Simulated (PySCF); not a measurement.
Compound: C₃H₃Cl₃Si.
Geometry (PBE0-D3(BJ)/def2-SVP, Å), atoms numbered from 1 in this order:
```
atom  x, y, z in Å
C1     1.8227   -0.6337   -0.6519
C2     0.8205   -0.3518    0.1351
C3    -0.2176   -0.0787    0.8873
Si4   -1.9268   -0.0980    0.2042
Cl5   -2.7383    1.7850    0.2381
Cl6   -1.9275   -0.7791   -1.7225
Cl7   -3.1219   -1.3086    1.3480
H8     2.1736   -1.6639   -0.7662
H9     2.3321    0.1525   -1.2174
H10   -0.0822    0.1700    1.9480
```

Method used: TDDFT CAM-B3LYP/def2-SVPD, vertical, gas phase, core orbitals frozen in the response (PySCF).

Broadening: Gaussians 0.4 eV wide at half height, area fixed by f = 4.319×10⁻⁹ ∫ε dν̃. The width is an assumption, not a result. The curve ends short of the highest state used, and states not computed would add to its high-energy end.

λ (nm), ε (L mol⁻¹ cm⁻¹) and a bar:
```
    166.8      47481 ########################
    168.9      58600 ##############################
    171.0      58874 ##############################
    173.2      47236 ########################
    175.3      31052 ################
    177.4      17076 #########
    179.5       8319 ####
    181.6       3920 ##
    183.7       1910 #
    185.8        947 
    188.0        431 
    190.1        189 
    192.2         85 
    194.3         50 
    196.4         42 
    198.5         39 
    200.7         34 
    202.8         26 
    204.9         18 
    207.0         11 
    209.1          6 
    211.2          4 
    213.3          5 
    215.5          9 
    217.6         16 
    219.7         26 
    221.8         38 
    223.9         50 
    226.0         60 
    228.2         66 
    230.3         66 
    232.4         61 
    234.5         51 
    236.6         41 
    238.7         30 
    240.8         20 
    243.0         13 
    245.1          8 
    247.2          5 
    249.3          2 
    251.4          1 
    253.5          1 
    255.7          0 
    257.8          0
```

(1) Where are the band maxima, and which computed states make them?

(2) On this curve, what absorbance would a 10⁻⁵ mol/L sample give at 248 nm over a 1 cm path?

(3) Coming from long wavelengths, where does ε first pass 100 L mol⁻¹ cm⁻¹?

## Answers

(1) 229 nm (5.41 eV), ε about 67, made up of S1 (100%); 170 nm (7.29 eV), ε about 60000, made up of S4 (77%) and S5 (23%) (ε in L mol⁻¹ cm⁻¹; maxima over ε = 5, shares over 10%). The states used: S1 5.41 eV (f 0.0010); S2 6.26 eV (f 0.0006); S3 6.89 eV (f 0.026); S4 7.25 eV (f 0.711); S5 7.45 eV (f 0.312); S6 7.56 eV (f 0.0009); S7 7.67 eV (f 0.0002); S8 7.89 eV (f 0.010); S9 7.92 eV (f 0.016); S10 8.03 eV (f 0.177).

(2) 248 nm is 4.999 eV, where ε is about 3.6 L mol⁻¹ cm⁻¹, so A = ε c l ≈ 3.6e-05 (Beer–Lambert, with the gas-phase spectrum and the assumed width).

(3) At about 192 nm (6.47 eV), 1.06 eV above S1.

The vertical ionisation energy (ΔSCF) is 10.21 eV, 2.18 eV above S10.
